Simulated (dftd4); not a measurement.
F2OS, charge -1, doublet, geometry from GFN2-xTB (a state made from the parent by changing its charge; the spin is typed, not shown lowest); D4 for tpss run with dftd4 4.2.0.

Here is a job for dftd4.
```
$ dftd4 mol.xyz --func tpss --charge -1 --json dftd4.json --noedisp

# file mol.xyz
4

O      1.30256338    -0.09150231    -0.17980136
S     -0.13768958     0.00967240     0.01900620
F     -0.34190385     1.86544885    -0.03962579
F     -0.57114878    -1.80130884     0.16566043
```

It wrote (shortened):

```
                    ____  _____ _____     ____  _  _
      -------------|  _ \|  ___|_   _|---|  _ \| || |------------
     |             | | | | |_    | | ___ | | | | || |_           |
     |             | |_| |  _|   | ||___|| |_| |__   _|          |
     |             |____/|_|     |_|     |____/   |_|            |
     |             ===================================           |
     |            E. Caldeweyher, S. Ehlert & S. Grimme          |
     |          Mulliken Center for Theoretical Chemistry        |
     |                    University of Bonn                     |
      -----------------------------------------------------------

Rational (Becke-Johnson) damping: tpss-D4-ATM
---------------------
  s6         1.0000
  s8         1.7660
  s9         1.0000
  a1         0.4282
  a2         4.5426
 alp        16.0000
--------------------

Dispersion energy:      -3.4950618427151E-03 Eh

[Info] JSON dump of results written to 'dftd4.json'
```
